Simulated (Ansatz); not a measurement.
Input file for Ansatz (a first-principles code): U-CCSD(T)/def2-QZVPP on AsO, 2S+1 = 2, a spin state set in the input, which need not be the lowest, a point of a bond scan (R = 1.622 Å). Files ending in .json are basis or fitting sets from the Basis Set Exchange.

Ansatz 0.2 input:
```yaml
crystal:
  periodic: [false, false, false]
  atoms:
    - {symbol: O, position_ang: [0.00000000, 0.00000000, 0.00000000]}
    - {symbol: As, position_ang: [0.00000000, 0.00000000, 1.62158900]}
basis:
  gaussian:
    orbitals: def2-QZVPP.json
    pivot_positions_ang: [[0.00000000, 0.00000000, 0.00000000], [0.00000000, 0.00000000, 1.62158900]]
magnetization: {spin_polarized: true, initial_magnetization: 1}
correlation: {method: ccsd_t, electrons: valence}
output: {orbitals: {seedname: ./end}}
```

Task: Give the final energy of this run.

Result: -2309.8800 hartree (reference determinant -2309.0995, T1 diagnostic 0.024).

Task: How many basis functions does it have, and what does it roughly cost on one machine?

Result: 146 functions; around 8 core-minutes (rough).
